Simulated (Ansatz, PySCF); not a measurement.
Conformers of C3H8O (SMILES CCCO), B3LYP-D3(BJ)/def2-TZVP minima from an xTB search, which can miss the lowest.
Conformer 1 (charge 0, multiplicity 1):
```xyz
12

C     -1.375     0.260    -0.369
C     -0.373    -0.411     0.566
C      1.052     0.065     0.359
O      1.465    -0.301    -0.957
H     -1.115     0.075    -1.411
H     -2.385    -0.115    -0.197
H     -1.390     1.342    -0.214
H     -0.397    -1.496     0.426
H     -0.645    -0.221     1.609
H      1.101     1.155     0.487
H      1.710    -0.392     1.108
H      2.351     0.040    -1.112
```

Correlated levels freeze the cores. CBS: X⁻³ extrapolation of the correlation energy, Hartree–Fock from the larger set. MP2 and its Hartree–Fock in cc-pVQZ are density fitted. Rows in 6-31G* carry no dispersion term and start afresh at each structure (6-31G* with six Cartesian d functions).

Run with Ansatz (Gaussian orbitals); PySCF for 6-31G* rows. Each number belongs to the level named beside it.

Electronic energies of 5 conformers above conformer 1 (kcal/mol):

| level | conformer 1 | conformer 2 | conformer 3 | conformer 4 | conformer 5 |
|---|---|---|---|---|---|
| PBE/def2-TZVPP | 0.00 | 0.01 | -0.16 | -0.18 | -0.13 |
| B3LYP/6-31G* | 0.00 | 0.14 | -0.27 | -0.43 | -0.19 |
| wB97M-V/def2-TZVPP | 0.00 | 0.19 | 0.16 | 0.03 | 0.09 |
| MP2/CBS(cc-pVTZ, cc-pVQZ) + ΔCCSD(T)/cc-pVTZ | 0.00 | 0.11 | 0.13 | 0.13 | 0.14 |

Problem. Give Boltzmann populations at 298.15 K for each level, counting each conformer once and leaving out zero-point, thermal and symmetry terms.

Solution. 
Weights exp(−E/RT) with RT = 0.5925 kcal/mol, divided by their sum:
- PBE/def2-TZVPP: 17 %, 17 %, 22 %, 23 %, 21 %
- B3LYP/6-31G*: 15 %, 12 %, 23 %, 30 %, 20 %
- wB97M-V/def2-TZVPP: 23 %, 17 %, 18 %, 22 %, 20 %
- MP2/CBS(cc-pVTZ, cc-pVQZ) + ΔCCSD(T)/cc-pVTZ: 24 %, 20 %, 19 %, 19 %, 19 %
The share of conformer 1 runs from 15 to 24 % over these levels.

Ansatz is a first-principles code.
